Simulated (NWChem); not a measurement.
All runs are NWChem calculations. System: H3GeO3, charge 1, spin multiplicity 1, at the geometry of a parent with another charge or spin, in a state set for the comparison that need not be this species' ground state. Level: MP2/def2-TZVP, 12 core orbitals frozen.

Input file:

```
start mol
memory heap 200 mb stack 900 mb global 1100 mb
charge 1
geometry units angstroms nocenter noautoz noautosym
  O     -0.945168    -1.026058    -0.952786
  Ge    -0.113826    -0.042013     0.276416
  O     -0.244460     1.650967    -0.259389
  O      1.612380    -0.469170     0.184459
  H     -1.844064    -0.717890    -1.120501
  H      0.345848     2.235971     0.230959
  H      1.758630    -1.419583     0.265970
end
basis spherical
  * library def2-tzvp
end
scf
  rhf
  nopen 0
  maxiter 100
  thresh 1e-7
  semidirect memsize 60000000 filesize 0
end
mp2
  freeze core 12
end
task mp2 energy
```

NWChem printed:

```
             Northwest Computational Chemistry Package (NWChem) 7.3.0
             --------------------------------------------------------

                                NWChem Input Module
                                -------------------

 Scaling coordinates for geometry "geometry" by  1.889725989
 (inverse scale =  0.529177249)

                             Geometry "geometry" -> ""
                             -------------------------

 Output coordinates in angstroms (scale by  1.889725989 to convert to a.u.)

  No.       Tag          Charge          X              Y              Z
 ---- ---------------- ---------- -------------- -------------- --------------
    1 O                    8.0000    -0.94516800    -1.02605800    -0.95278600
    2 Ge                  32.0000    -0.11382600    -0.04201300     0.27641600
    3 O                    8.0000    -0.24446000     1.65096700    -0.25938900
    4 O                    8.0000     1.61238000    -0.46917000     0.18445900
    5 H                    1.0000    -1.84406400    -0.71789000    -1.12050100
    6 H                    1.0000     0.34584800     2.23597100     0.23095900
    7 H                    1.0000     1.75863000    -1.41958300     0.26597000

 Effective nuclear repulsion energy (a.u.)     306.9554268059

            Nuclear Dipole moment (a.u.)
            ----------------------------
        X                 Y               Z
 ---------------- ---------------- ----------------
    -0.0000037795    -0.0000113384     0.0000226767


 Summary of "ao basis" -> "" (spherical)
 ------------------------------------------------------------------------------
       Tag                 Description            Shells   Functions and Types
 ---------------- ------------------------------  ------  ---------------------
 *                         def2-tzvp                  on all atoms

 Summary of "ao basis" -> "ao basis" (spherical)
 ------------------------------------------------------------------------------
       Tag                 Description            Shells   Functions and Types
 ---------------- ------------------------------  ------  ---------------------
[...]
     1   1 0 0     -0.608299      0.000000     -0.000004
     1   0 1 0     -0.223799      0.000000     -0.000011
     1   0 0 1      1.486931      0.000000      0.000023

     2   2 0 0    -18.705258      0.000000    126.596179
     2   1 1 0     -0.156999      0.000000     -6.315709
     2   1 0 1      0.979925      0.000000     41.774443
     2   0 2 0    -18.372665      0.000000    141.326626
     2   0 1 1      0.330374      0.000000     15.263645
     2   0 0 2    -20.621786      0.000000     42.486601

                   NWChem MP2 Semi-direct Energy/Gradient Module
                   ---------------------------------------------

  Basis functions       =    159
  Molecular orbitals    =    159
  Frozen core           =     12
  Frozen virtuals       =      0
  Active alpha occupied =     17
  Active beta occupied  =     17
  Active alpha virtual  =    130
  Active beta virtual   =    130
  Use MO symmetry       = F
  Use skeleton AO sym   = F

  AO/Fock/Back tols     =   1.0D-09  1.0D-09  1.0D-09

 GA uses MA = F    GA memory limited = T

 Available:
  local mem=  1.26D+08
 global mem=  1.44D+08
 local disk=  0.00D+00
  mp2_memr nvloc                   130
  nvloc new                   130
   1 passes of  17:        5242880                     162029                  91721569.
   1 passes of  17: M    126144833           G      144128638           F     120901953.

 Semi-direct pass number   1 of   1  for RHF alpha+beta  at       76.8s
  vrange nnbf                 12201
  mp2_eaftype                   349  avail_ma_in_mb                  1099
 EAF : mp2_eaftype filesize         349   45860784.
  mp2_eaf for mointskh                    349
Node 0 wrote    215.7 Mb in      0.1 s     Agg I/O rate:  1712.0 Mb/s
 Done moints_semi at      105.7s
  mp2_eaftype                   349  avail_ma_in_mb                   750
 EAF : mp2_eaftype filesize         349   45860784.
  mp2_eaf for kh                   349
 Done maket at      107.6s
 Done multipass loop at      107.6s

          -------------------------------------------
          SCF energy               -2301.530085261590
          Correlation energy          -0.959737064479
          Singlet pairs               -0.567516303852
          Triplet pairs               -0.392220760627
          Total MP2 energy         -2302.489822326068
          -------------------------------------------

          ---------------------------------------------------
                    Spin Component Scaled (SCS) MP2
          Same spin pairs                     -0.261480507084
          Same spin scaling factor             0.333333333333
          Opposite spin pairs                 -0.698256557394
          Opposite spin scaling fact.          1.200000000000
          SCS-MP2 correlation energy          -0.925068037901
          Total SCS-MP2 energy             -2302.455153299491
          ---------------------------------------------------

 -----------------------
 Performance information
 -----------------------

 Timer overhead =  1.85D-07 seconds/call

               Nr. of calls         CPU time (s)                 Wall time (s)                GFlops
             ---------------    -------------------     ------------------------------   -------------------
Name         Min   Avg   Max    Min     Avg     Max     Min     Avg     Max   Mx/calls   Min     Max     Sum
mp2: moin     1     1     1    29.     29.     29.      29.     29.     29.     29.      0.0     0.0     0.0
mp2: make     1     1     1    1.9     1.9     1.9      1.9     1.9     1.9     1.9      0.0     0.0     0.0
mp2: tota     1     1     1    31.     31.     31.      31.     31.     31.     31.      0.0     0.0     0.0

 The average no. of pstat calls per process was 3.00D+00
 with a timing overhead of 5.55D-07s

 Task  times  cpu:      107.5s     wall:      107.5s

 Total times  cpu:      107.6s     wall:      107.6s
```
